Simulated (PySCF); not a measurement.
Job file and geometry (Å, from GFN2-xTB) of an NMR shielding run on `C/C(CF)=C(/C)CB(F)F`, C₆H₁₀BF₃, GIAO PBE0/pcSseg-1 NMR shielding, non-relativistic, gas phase (PySCF 2.14.0, density-fitted response routines); density fitting, a coarse starting grid and PySCF grid level 2 are the driver's defaults:

```
$ OMP_NUM_THREADS=1 python probes_run.py task.json out

{"job": {"kind": "nmr", "xc": "PBE0", "basis": "pcSseg-1"}, "charge": 0, "multiplicity": 1}
C      1.274394    -1.551680    -0.041895
C      0.893000    -0.105624     0.114591
C      1.970273     0.779295     0.689719
F      2.220737     1.875240    -0.110022
C     -0.288133     0.390603    -0.260103
C     -0.695412     1.819750    -0.069974
C     -1.347049    -0.470030    -0.932590
B     -2.255872    -1.109482     0.189433
F     -3.147018    -0.414755     0.868110
F     -2.155509    -2.364591     0.583310
H      0.415479    -2.203689     0.084006
H      1.703329    -1.728973    -1.029090
H      2.020465    -1.827099     0.700156
H      2.919656     0.241335     0.767154
H      1.694706     1.176948     1.675180
H     -0.105767     2.315835     0.694634
H     -0.563459     2.371331    -1.000793
H     -1.746212     1.869017     0.209605
H     -0.876403    -1.230726    -1.552397
H     -1.936353     0.177972    -1.582071
```

Problem. Write the output of this run.

Solution. 
```
coarse grid: 17064 points
cycle   1  E = -558.3016175035  dE =  1.144e+00  |g| = 7.950e-01  |ddm| = 3.983e+00
cycle   2  E = -558.2402635754  dE =  6.135e-02  |g| = 1.062e+00  |ddm| = 1.215e+00
cycle   3  E = -558.4126566093  dE = -1.724e-01  |g| = 7.791e-02  |ddm| = 6.871e-01
cycle   4  E = -558.4137186931  dE = -1.062e-03  |g| = 3.313e-02  |ddm| = 8.560e-02
cycle   5  E = -558.4139633027  dE = -2.446e-04  |g| = 5.996e-03  |ddm| = 3.877e-02
cycle   6  E = -558.4139684084  dE = -5.106e-06  |g| = 3.436e-03  |ddm| = 8.828e-03
cycle   7  E = -558.4139709515  dE = -2.543e-06  |g| = 6.958e-04  |ddm| = 3.230e-03
final grid: 166992 points
cycle   8  E = -558.4898904772  dE = -1.033e-04  |g| = 9.350e-03  |ddm| = 4.346e-02
cycle   9  E = -558.4898841991  dE =  6.278e-06  |g| = 1.095e-02  |ddm| = 1.869e-02
cycle  10  E = -558.4899115674  dE = -2.737e-05  |g| = 1.383e-03  |ddm| = 1.058e-02
cycle  11  E = -558.4899118792  dE = -3.118e-07  |g| = 3.673e-04  |ddm| = 1.351e-03
cycle  12  E = -558.4899119021  dE = -2.287e-08  |g| = 1.774e-04  |ddm| = 4.296e-04
cycle  13  E = -558.4899119090  dE = -6.981e-09  |g| = 3.446e-05  |ddm| = 1.751e-04
cycle  14  E = -558.4899119093  dE = -2.435e-10  |g| = 6.811e-06  |ddm| = 3.720e-05
converged SCF energy = -558.4899119093

GIAO shielding tensors (ppm)
atom      isotropic    diamagn.    paramagn.     s11        s22        s33       span
  0 C      165.493     248.965     -83.472    153.383    159.511    183.584     30.201
  1 C       51.324     264.744    -213.420    -53.670     61.639    146.002    199.672
  2 C       99.013     240.501    -141.488     64.192     85.574    147.274     83.082
  3 F      405.032     475.238     -70.206    357.813    386.841    470.444    112.631
  4 C       47.134     263.201    -216.067    -62.601     53.735    150.270    212.871
  5 C      162.252     248.151     -85.899    150.638    153.730    182.389     31.751
  6 C      162.420     253.896     -91.476    149.436    160.232    177.594     28.158
  7 B       74.774     193.576    -118.802     54.473     79.691     90.157     35.684
  8 F      245.413     468.073    -222.660     75.491    298.960    361.788    286.297
  9 F      244.627     467.372    -222.745     77.223    303.512    353.145    275.922
 10 H       29.680      32.552      -2.872     23.932     30.509     34.600     10.668
 11 H       29.489      30.407      -0.918     25.825     26.994     35.648      9.823
 12 H       30.358      30.758      -0.400     26.001     29.143     35.929      9.928
 13 H       26.872      29.473      -2.601     22.086     27.856     30.675      8.589
 14 H       26.166      30.033      -3.867     23.081     26.304     29.114      6.033
 15 H       29.515      31.748      -2.233     24.809     29.477     34.258      9.450
 16 H       29.555      29.817      -0.262     26.130     27.087     35.447      9.317
 17 H       29.958      31.018      -1.060     24.985     30.073     34.816      9.831
 18 H       29.629      33.156      -3.527     26.027     29.050     33.810      7.782
 19 H       30.020      31.388      -1.368     26.452     28.837     34.770      8.318
```

Size and cost of the density-fitted run: 220 basis functions, 100 s wall time on 1 thread of an Arm Neoverse N1, shared host; peak memory 1.1 GiB.
